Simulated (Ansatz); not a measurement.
Ideal-gas functions of CCl$_{2}$FI (`FC(Cl)(Cl)I`) at 500 K and 1 bar, from an Ansatz frequency run at PBE0-D4/def2-TZVP.

Molar mass 228.82 g/mol, point group Cs (symmetry number 1), electronic degeneracy 1, moments of inertia 209.052, 475.925, 562.287 u Å². Harmonic wavenumbers (cm⁻¹, unscaled): 177, 192, 270, 314, 391, 501, 767, 826, 1107.

Use S(trans) = R[1.5 ln M + 2.5 ln T − 1.1517]; rotational temperatures θ = 24.2544 K / I; S(rot) = R[ln(√π/σ · √(T³/θAθBθC)) + 1.5]; for each mode x = 1.438777 ν̃/T, S = R[x/(eˣ − 1) − ln(1 − e⁻ˣ)] and H = RT x/(eˣ − 1); 1 cm⁻¹ = 0.0119627 kJ/mol; R = 8.31446 J/(mol·K).

Problem. By hand: the entropy, in J/(mol·K).

Solution. Translation 187.4. Rotation: θ = 0.116, 0.051, 0.0431 K, giving 129.1. Vibration, mode by mode: 14.01, 13.35, 10.62, 9.43, 7.76, 5.96, 3.24, 2.83, 1.49, in all 68.7. Electronic 0.0. Sum 385.2 J/(mol·K).

Problem. By hand: H − E and G − E in kJ/mol, counted from the electronic energy.

Solution. Zero-point energy ½ × 4545 × 0.0119627 = 27.2; thermal vibration 18.4; translation, rotation and pV give 4 RT = 16.6. H − E = 62.2 kJ/mol, and G − E = 62.2 − 500 × 385.2/1000 = -130.4 kJ/mol.

Vibration gives 18 % of the entropy.
